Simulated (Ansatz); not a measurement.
Geometry optimisation, Ansatz 0.2.0, RKS PBE/def2-mTZVP.

input.yaml

```yaml
crystal:
  periodic: [false, false, false]
  atoms:
    - { symbol: "N", position_ang: [1.7286, -0.6379, -0.8706] }
    - { symbol: B, position_ang: [0.6107, -0.7356, 0.1934] }
    - { symbol: C, position_ang: [-0.6266, 0.2569, 0.2289] }
    - { symbol: C, position_ang: [-1.7303, 0.6387, 0.919] }
    - { symbol: Te, position_ang: [-1.4506, 1.8435, -0.6534] }
    - { symbol: H, position_ang: [2.0743, 0.3872, -0.8053] }
    - { symbol: H, position_ang: [1.223, -0.6512, -1.8024] }
    - { symbol: H, position_ang: [2.17579, -1.45593, -0.40967] }
    - { symbol: H, position_ang: [-2.4797, 0.4281, 1.7816] }
basis:
  gaussian: { orbitals: def2-mTZVP }
hamiltonian:
  xc: pbe
relax:
  f_tol: 0.02
  max_steps: 50
```

Launched with:

```bash
$ ansatz run input.yaml --threads 2 --pin off --max-ram 3072MiB --backend cpu --events-out ev --progress --plain --runs-dir out
```

Where does it end, and by what steps?

It converged. After 13 steps the energy has fallen by 3.131 eV; Te5 moved furthest, 1.25 Å. Parted: C3–Te5.

```json
{"step": "0", "energy less start (eV)": "0.0000", "largest force component (eV/Å)": "5.715", "accepted": "yes"}
{"step": "1", "energy less start (eV)": "-1.7321", "largest force component (eV/Å)": "2.133", "accepted": "yes"}
{"step": "2", "energy less start (eV)": "-2.2935", "largest force component (eV/Å)": "1.656", "accepted": "yes"}
{"step": "3", "energy less start (eV)": "-2.6447", "largest force component (eV/Å)": "1.494", "accepted": "yes"}
{"step": "4", "energy less start (eV)": "-2.9014", "largest force component (eV/Å)": "1.145", "accepted": "yes"}
{"step": "5", "energy less start (eV)": "-3.0532", "largest force component (eV/Å)": "0.769", "accepted": "yes"}
{"step": "6", "energy less start (eV)": "-2.8578", "largest force component (eV/Å)": "1.747", "accepted": "no"}
{"step": "7", "energy less start (eV)": "-3.0885", "largest force component (eV/Å)": "0.453", "accepted": "yes"}
{"step": "8", "energy less start (eV)": "-3.1092", "largest force component (eV/Å)": "0.170", "accepted": "yes"}
{"step": "9", "energy less start (eV)": "-3.1222", "largest force component (eV/Å)": "0.063", "accepted": "yes"}
{"step": "10", "energy less start (eV)": "-3.1253", "largest force component (eV/Å)": "0.204", "accepted": "yes"}
{"step": "11", "energy less start (eV)": "-3.1304", "largest force component (eV/Å)": "0.043", "accepted": "yes"}
{"step": "12", "energy less start (eV)": "-3.1311", "largest force component (eV/Å)": "0.023", "accepted": "yes"}
{"step": "13", "energy less start (eV)": "-3.1312", "largest force component (eV/Å)": "0.017", "accepted": "yes"}
```

```xyz
9
Properties=species:S:1:pos:R:3
N 1.782 -0.771 -0.772
B 0.540 -0.529 0.073
C -0.572 0.175 0.324
C -1.724 0.797 0.695
Te -2.505 2.411 -0.292
H 2.392 0.064 -0.779
H 1.528 -0.944 -1.760
H 2.368 -1.565 -0.473
H -2.284 0.436 1.566
```

Run time: 72 s on 2 threads of Arm Neoverse N1, on a shared host, peak memory 0.18 GiB.
